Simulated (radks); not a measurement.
The numbers below are computed, except where a source is named.
Species: Lu I. Configuration: [Xe] 4f14 5d1 6s2. Level of theory: scalar-relativistic Kohn-Sham, LDA (Slater exchange, VWN5 correlation), spin-polarised, spherical densities, finite nucleus; open shells are filled with parallel spins first (spin-orbit coupling, left out, can overturn this in heavy ions); Fermi nuclear charge, rms radius 5.37 fm; hard spherical wall at 2.5 bohr (a radial shooting solver on a logarithmic mesh with Libxc functionals).

Unscreened Slater integrals over Kohn-Sham orbitals (hartree). They are taken over the spin-up orbitals. Empty in this configuration: 5f.

F0(6s,6s): 0.57533
F0(6s,5d): 0.58754
G2(6s,5d): 0.14111
F0(6s,4f): 0.72909
G3(6s,4f): 0.073461
F0(6s,5p): 0.61737
G1(6s,5p): 0.097179
F0(6s,5f): 0.58214
G3(6s,5f): 0.17506
F0(5d,5d): 0.61508
F2(5d,5d): 0.35784
F4(5d,5d): 0.25255
F0(5d,4f): 0.73295
F2(5d,4f): 0.22414
F4(5d,4f): 0.11835
G1(5d,4f): 0.11364
G3(5d,4f): 0.096014
G5(5d,4f): 0.074189
F0(5d,5p): 0.64706
F2(5d,5p): 0.35951
G1(5d,5p): 0.43746
G3(5d,5p): 0.28412
F0(5d,5f): 0.59915
F2(5d,5f): 0.31480
F4(5d,5f): 0.21852
G1(5d,5f): 0.35030
G3(5d,5f): 0.23828
G5(5d,5f): 0.18073
F0(4f,4f): 1.2847
F2(4f,4f): 0.59799
F4(4f,4f): 0.37245
F6(4f,4f): 0.26716
F0(4f,5p): 0.81708
F2(4f,5p): 0.28235
G2(4f,5p): 0.14966
G4(4f,5p): 0.11553
F0(4f,5f): 0.75887
F2(4f,5f): 0.23989
F4(4f,5f): 0.13045
F6(4f,5f): 0.088895
G0(4f,5f): 0.12308
G2(4f,5f): 0.13581
G4(4f,5f): 0.10119
G6(4f,5f): 0.077444
F0(5p,5p): 0.69201
F2(5p,5p): 0.38745
F0(5p,5f): 0.62767
F2(5p,5f): 0.29860
G2(5p,5f): 0.21960
G4(5p,5f): 0.16068
F0(5f,5f): 0.59871
F2(5f,5f): 0.31090
F4(5f,5f): 0.22313
F6(5f,5f): 0.17459

Derived for the open shells (J is the average intra-shell exchange parameter used in DFT+U). 5d: Racah B = F2/49 - 5 F4/441 = 0.004440 hartree, C = 35 F4/441 = 0.02004 hartree, C/B = 4.51, F4/F2 = 0.706, J = (F2 + F4)/14 = 0.04360 hartree.
